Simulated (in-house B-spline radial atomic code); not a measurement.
A fraction x of an electron is removed from 3p in Ga5+, starting from [Ar] 3d8 and keeping the highest spin. All numbers are computed (scalar-relativistic (X2C) TPSS, spin-polarised, spherical fractional occupations; Fermi nucleus of rms radius 3.9973 fm) with a B-spline radial code for spherical atoms, not measured.

| x | E(x) - E(0) (eV) | 3p down level (eV) |
| --- | --- | --- |
| 0 | 0.0000 | -181.904 |
| 0.07 | 12.7994 | -183.796 |
| 0.17 | 31.3146 | -186.510 |
| 0.28 | 51.9957 | -189.512 |
| 0.4 | 74.9344 | -192.804 |
| 0.5 | 94.3526 | -195.562 |
| 0.51 | ? | ? |
| 0.72 | 138.0472 | -201.672 |
| 0.84 | 162.4491 | -205.029 |
| 0.94 | ? | ? |
| 1 | 195.6135 | -209.531 |

(1) What belongs in the row x = 0.51?

(2) What belongs in the row x = 0.94?

(3) Check Janak's theorem between x = 0.07 and 0.17.

## Answers

(1) An energy change of 96.3096 eV; 3p down at -195.838 eV.

(2) An energy change of 183.0925 eV; 3p down at -207.839 eV.

(3) The slope of the energy is 185.15 eV; the orbital levels give 185.15 eV (-ε of the emptying orbital, averaged over the two points).
